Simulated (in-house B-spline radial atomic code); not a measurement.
Solving the quasi-particle equation for 4p of Mo6+

Configuration [Ar] 3d10 4s2 4p6, start PBE0; correlation leaves out the 4 deepest shells. Computed with an all-electron radial atomic-structure program (B-spline basis): all electrons, scalar-relativistic (spin-free one-electron X2C), finite nucleus, each spin shell either full or empty, empty states to l = 9 with an (l + 1/2)⁻⁴ tail; G0W0 by contour deformation at full frequency.

At the mean-field level ε = -119.767 eV the matrix elements are Σx = -38.175 eV, v_xc = -31.918 eV and Σc(ε) = -1.024 eV, and the slope of the correlation self-energy is dΣc/dω = -0.0364. The quasi-particle energy solves E = ε + Σx − v_xc + Σc(E).

Problem. What does the linearised equation give?

Solution. Z = 1/(1 − dΣc/dω) = 1/1.0364 = 0.9649. The first-order shift is Σx − v_xc + Σc(ε) = -38.175 − (-31.918) + (-1.024) = -7.281 eV, so E ≈ ε + Z × shift = -119.767 + 0.9649 × (-7.281) = -126.792 eV.

Problem. How does that compare with the full solution and with static screening?

Solution. Solving the equation at full frequency dependence gives E = -126.787 eV, where Σc = -0.763 eV and the weight is 0.963; the linearised value is off by 5 meV. Leaving Z out would give -127.048 eV. Static COHSEX puts -3.783 eV in place of Σc and gives -129.807 eV, 3.02 eV deeper.
